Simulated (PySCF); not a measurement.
Running PySCF for CaO

File input.py (PySCF 2.14):

```python
from pyscf import gto, dft
from pyscf.geomopt.geometric_solver import optimize

mol = gto.M(
    atom='Ca 0 0 0; O 0 0 2.037',
    basis='def2-svpd',
    charge=0,
    spin=0,
    verbose=3,
)
mf = dft.RKS(mol, xc='revtpss')
mf.kernel()
g = mf.nuc_grad_method()
g.grid_response = True
mol_eq = optimize(g.as_scanner(), maxsteps=30)
print('optimised geometry (angstrom)')
print(mol_eq.tostring('raw'))
print('orbital energies (hartree):', mf.mo_energy[..., max(0, mol.nelec[1]-3):mol.nelec[0]+3].round(4))
```

```bash
$ OMP_NUM_THREADS=1 python input.py
```

The log:

```
converged SCF energy = -752.407030159245
input.py

Current date and time:

#|     Arguments passed to driver run_optimizer():      |#
customengine              <pyscf.geomopt.geometric_solver.PySCFEngine object>
logIni                    <dir>
maxiter                   30
----------------------------------------------------------
Custom engine selected.
Bonds will be generated from interatomic distances less than 1.20 times sum of covalent radii
6 internal coordinates being used (instead of 6 Cartesians)
Internal coordinate system (atoms numbered from 1):
Distance 1-2
Translation-X 1-2
Translation-Y 1-2
Translation-Z 1-2
Rotation-A 1-2
Rotation-B 1-2
Rotation-C 1-2
<class 'geometric.internal.Distance'> : 1
<class 'geometric.internal.TranslationX'> : 1
<class 'geometric.internal.TranslationY'> : 1
<class 'geometric.internal.TranslationZ'> : 1
<class 'geometric.internal.RotationA'> : 1
<class 'geometric.internal.RotationB'> : 1
<class 'geometric.internal.RotationC'> : 1
> ===== Optimization Info: ====
> Job type: Energy minimization
> Maximum number of optimization cycles: 30
> Initial / maximum trust radius (Angstrom): 0.100 / 0.300
> Convergence Criteria:
> Will converge when all 5 criteria are reached:
>  |Delta-E| < 1.00e-06
>  RMS-Grad  < 3.00e-04
>  Max-Grad  < 4.50e-04
>  RMS-Disp  < 1.20e-03
>  Max-Disp  < 1.80e-03
> === End Optimization Info ===

Geometry optimization cycle 1
Cartesian coordinates (Angstrom)
 Atom        New coordinates             dX        dY        dZ
  Ca   0.000000   0.000000   0.000000    0.000000  0.000000  0.000000
   O   0.000000   0.000000   2.037000    0.000000  0.000000  0.000000

WARN: Mole.unit (angstrom) is changed to Bohr

converged SCF energy = -752.407030167574
--------------- RKS_Scanner gradients ---------------
         x                y                z
0 Ca     0.0000000000     0.0000000000    -0.0611626364
1 O    -0.0000000000    -0.0000000000     0.0611626364
----------------------------------------------
cycle 1: E = -752.407030168  dE = -752.407  norm(grad) = 0.086497
Step    0 : Gradient = 6.116e-02/6.116e-02 (rms/max) Energy = -752.4070301676
Hessian Eigenvalues: 5.00000e-02 5.00000e-02 5.00000e-02 ... 5.00000e-02 5.00000e-02 1.37547e-01

Geometry optimization cycle 2
Cartesian coordinates (Angstrom)
 Atom        New coordinates             dX        dY        dZ
  Ca  -0.000000  -0.000000   0.100000   -0.000000 -0.000000  0.100000
   O   0.000000   0.000000   1.937000    0.000000  0.000000 -0.100000
converged SCF energy = -752.420001269166
--------------- RKS_Scanner gradients ---------------
         x                y                z
0 Ca    -0.0000000000    -0.0000000000     0.0025006018
1 O     0.0000000000     0.0000000000    -0.0025006018
----------------------------------------------
cycle 2: E = -752.420001269  dE = -0.0129711  norm(grad) = 0.00353638
Step    1 : Displace = 1.000e-01/1.000e-01 (rms/max) Trust = 1.000e-01 (=) Grad = 2.501e-03/2.501e-03 (rms/max) E (change) = -752.4200012692 (-1.297e-02) Quality = 0.976
Hessian Eigenvalues: 5.00000e-02 5.00000e-02 5.00000e-02 ... 5.00000e-02 5.00000e-02 1.68446e-01

Geometry optimization cycle 3
Cartesian coordinates (Angstrom)
 Atom        New coordinates             dX        dY        dZ
  Ca   0.000000  -0.000000   0.096072    0.000000 -0.000000 -0.003928
   O  -0.000000   0.000000   1.940928   -0.000000  0.000000  0.003928
converged SCF energy = -752.420010344489
--------------- RKS_Scanner gradients ---------------
         x                y                z
0 Ca    -0.0000000000     0.0000000000    -0.0012588742
1 O     0.0000000000    -0.0000000000     0.0012588742
----------------------------------------------
cycle 3: E = -752.420010344  dE = -9.07532e-06  norm(grad) = 0.00178032
Step    2 : Displace = 3.928e-03/3.928e-03 (rms/max) Trust = 1.414e-01 (+) Grad = 1.259e-03/1.259e-03 (rms/max) E (change) = -752.4200103445 (-9.075e-06) Quality = 0.489
Hessian Eigenvalues: 5.00000e-02 5.00000e-02 5.00000e-02 ... 5.00000e-02 5.00000e-02 2.53246e-01

Geometry optimization cycle 4
Cartesian coordinates (Angstrom)
 Atom        New coordinates             dX        dY        dZ
  Ca   0.000000  -0.000000   0.097387    0.000000 -0.000000  0.001315
   O  -0.000000   0.000000   1.939613   -0.000000  0.000000 -0.001315
converged SCF energy = -752.420013506407
--------------- RKS_Scanner gradients ---------------
         x                y                z
0 Ca    -0.0000000000     0.0000000000    -0.0000121590
1 O     0.0000000000    -0.0000000000     0.0000121590
----------------------------------------------
cycle 4: E = -752.420013506  dE = -3.16192e-06  norm(grad) = 1.71954e-05
Step    3 : Displace = 1.315e-03/1.315e-03 (rms/max) Trust = 1.414e-01 (=) Grad = 1.216e-05/1.216e-05 (rms/max) E (change) = -752.4200135064 (-3.162e-06) Quality = 1.011
Hessian Eigenvalues: 5.00000e-02 5.00000e-02 5.00000e-02 ... 5.00000e-02 5.00000e-02 2.50800e-01

Geometry optimization cycle 5
Cartesian coordinates (Angstrom)
 Atom        New coordinates             dX        dY        dZ
  Ca   0.000000  -0.000000   0.097400    0.000000 -0.000000  0.000013
   O  -0.000000   0.000000   1.939600   -0.000000  0.000000 -0.000013
converged SCF energy = -752.420013506838
--------------- RKS_Scanner gradients ---------------
         x                y                z
0 Ca     0.0000000000     0.0000000000    -0.0000004139
1 O    -0.0000000000    -0.0000000000     0.0000004139
----------------------------------------------
cycle 5: E = -752.420013507  dE = -4.30759e-10  norm(grad) = 5.85289e-07
Step    4 : Displace = 1.283e-05/1.283e-05 (rms/max) Trust = 2.000e-01 (+) Grad = 4.139e-07/4.139e-07 (rms/max) E (change) = -752.4200135068 (-4.308e-10) Quality = 1.461
Hessian Eigenvalues: 5.00000e-02 5.00000e-02 5.00000e-02 ... 5.00000e-02 5.00000e-02 2.50800e-01
Converged! =D

    #| If this code has benefited your research, please support us by citing: |#
    #| Wang, L.-P.; Song, C.C. (2016) "Geometry optimization made simple with |#
    #| translation and rotation coordinates", J. Chem, Phys. 144, 214108.     |#
    #|                                     |#
optimised geometry (angstrom)
Ca          0.00000000       -0.00000000        0.09740023
O          -0.00000000        0.00000000        1.93959977
orbital energies (hartree): [-0.1445 -0.1333 -0.1333 -0.0967 -0.0303 -0.0303]
```

In short: E(SCF) = -752.407030 Eh, all at the start geometry; optimised bond 1.842 Å with E = -752.420014 Eh after 5 steps.

Run time: 13 s on 1 thread of AMD EPYC 7R13 (shared host), peak memory 0.29 GiB.

The last line lists the levels of the start geometry. Stability towards an unrestricted solution was not tested.
